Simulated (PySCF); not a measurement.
# RbBr: from constants to spectrum

RHF-CCSD(T) constants of RbBr, ¹Σ⁺ (singlet), closed shell (PySCF, scalar-relativistic core potentials, basis sets Rb def2-SVP with ECP28, Br def2-SVP; masses 84.9118 and 78.9183 u):

| Quantity | Value |
| --- | --- |
| ωe | 174.7 cm⁻¹ |
| ωexe | 0.433 cm⁻¹ |
| Be | 0.0454 cm⁻¹ |
| αe | 0.000165 cm⁻¹ |
| De to Rb + Br | 3.47 eV |

What force constant and bond length do these constants imply?

Reduced mass μred = 40.903 u; k = 5.8918×10⁻⁷·μred·ωe² (u, cm⁻¹, mdyn/Å) = 0.736 mdyn/Å; Re = √(16.8576/(μred·Be)) (u, cm⁻¹, Å) = 3.013 Å.

Estimate the centrifugal constant D from the Kratzer relation and find the Dunham coefficient a1.

D = 4Be³/ωe² = 1.23e-08 cm⁻¹; a1 = −1 − αeωe/(6Be²) = -3.33.

Measured values (Huber and Herzberg, Constants of Diatomic Molecules (1979)): ωe = 169.46 cm⁻¹, ωexe = 0.463 cm⁻¹, Be = 0.04752798 cm⁻¹, αe = 0.00018596 cm⁻¹.

Correlated steps freeze 9 core orbitals. Correlated levels converge slowly with the basis: in double zeta they bind strong bonds too weakly, by up to about 1 eV, and carry superposition errors of some tenths. Where the molecule has an RHF reference, its open-shell atoms are computed with UHF.
